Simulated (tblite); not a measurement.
C4H9NOSi.
SMILES with atom numbers: `[CH3:1][C:2](=[O:3])[SiH:4]1[CH2:5][NH:6][CH2:7]1` (hydrogens: H8, H9, H10 on C1; H11 on Si4; H12, H13 on C5; H14 on N6; H15, H16 on C7)

Geometry (GFN2-xTB, Å), atoms numbered from 1 in this order:
```
atom  x, y, z in Å
C1     2.124   -0.041    0.744
C2     1.559   -0.690   -0.487
O3     2.212   -1.400   -1.217
Si4   -0.298   -0.361   -0.869
C5    -1.456   -0.854    0.585
N6    -1.344    0.514    1.099
C7    -0.983    1.264   -0.107
H8     1.428   -0.156    1.571
H9     2.223    1.025    0.545
H10    3.099   -0.453    0.994
H11   -0.635   -0.745   -2.238
H12   -2.466   -1.124    0.255
H13   -1.137   -1.586    1.328
H14   -2.168    0.856    1.580
H15   -1.845    1.663   -0.655
H16   -0.320    2.097    0.129
```

Computed values, GFN2-xTB/tblite, gas phase, harmonic and unscaled. This tight-binding method is rough: wavenumbers can miss measured ones by several per cent, in bad cases by 10 to 20. Modes of hydrogen on silicon can be 10 to 20 % off. One conformer, not necessarily the lowest.

Harmonic wavenumbers (cm⁻¹): 43.1, 72.1, 123.8, 125.9, 183.9, 277.6, 382.0, 428.5, 504.2, 523.9, 582.0, 621.9, 679.2, 731.5, 737.9, 823.3, 876.9, 939.9, 980.1, 1026.0, 1085.0, 1097.2, 1133.1, 1163.2, 1164.6, 1238.6, 1330.1, 1358.8, 1439.1, 1443.4, 1481.0, 1485.8, 1729.7, 2282.7, 2873.1, 2880.9, 2958.5, 2961.6, 3014.7, 3032.5, 3044.9, 3371.7.

A = 3933, B = 1495, C = 1343 MHz; mass 115.045 u (most abundant isotopes); point group C1, symmetry number 1.

Problem. Zero-point energy?

Solution. ½Σν̃ = 27117 cm⁻¹ = 324.39 kJ/mol.

Problem. Give the ideal-gas entropy at 298.15 K and 1 bar in the rigid-rotor, harmonic-oscillator model (classical rotation).

Solution. Translation 168.04, rotation 117.57, vibration 104.87: S = 390.5 J/(mol K).

Problem. And Cp and H(298.15 K) − H(0)?

Solution. Cp = 140.52 J/(mol K), of which vibrations give 107.26 (their classical limit is 42 R = 349.2); H(298.15 K) − H(0) = 26.06 kJ/mol without the zero-point energy, 16.14 from vibrations.

Problem. Blend soft modes into free rotors: weight 1/[1 + (100 cm⁻¹/ν̃)⁴] for the oscillator and the rest for a rotor with moment μB/(μ + B), μ = h/(8π²ν), B = 10⁻⁴⁴ kg m². What vibrational entropy results?

Solution. 95.20 J/(mol K) in place of 104.87, which changes −T·S at 298.15 K by +2.88 kJ/mol.

Problem. What must be added to the electronic energy to get the Gibbs energy at 298.15 K and 1 bar?

Solution. ZPE + [H(298.15 K) − H(0)] − T·S = 324.39 + 26.06 − 116.42 = 234.03 kJ/mol.

Problem. How do the functions run with temperature in this model?

Solution. 
```csv
T (K),S (J/(mol K)),Cp (J/(mol K)),H − H(0) (kJ/mol),G − H(0) (kJ/mol),ln q(vib)
150,314.6,87.4,9.24,-37.95,2.82
250,367.3,122.8,19.72,-72.12,5.05
400,436.8,175.5,42.19,-132.52,8.32
600,518.6,228.2,82.89,-228.25,12.61
900,621.4,278.4,159.52,-399.78,18.66
```

q(vib) and H(0) count from the zero-point level.

Hindered rotation and anharmonicity are outside this model. Other conformers, if any are populated, would add a mixing term that is left out. The structure is chiral; the term R ln 2 for an equal mix with its mirror image is left out.
